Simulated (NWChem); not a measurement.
BeHOI; SMILES [OH][Be][I]

```xyz
4

Be     0.0048     1.5485     0.0000
I      0.0022    -0.6346     0.0000
O      0.0357     2.9551     0.0000
H     -0.4237     3.7991     0.0000
```
Atoms are numbered in this order, from 1.

Computed with NWChem. Geometry: optimised at PBE-D3(BJ)/def2-SVP. def2 effective core potentials on I; no spin-orbit coupling. Level SCAN/def2-SVP: energy and gradient on several grids; changes count from the extra-fine grid, which is no exact limit either.

```csv
grid,size of the energy change (μHa),largest change of a gradient component (μHa/bohr)
xcoarse,6000,5000
coarse,6000,3000
medium,3000,600
fine,900,100
xfine,< 10,< 30
```
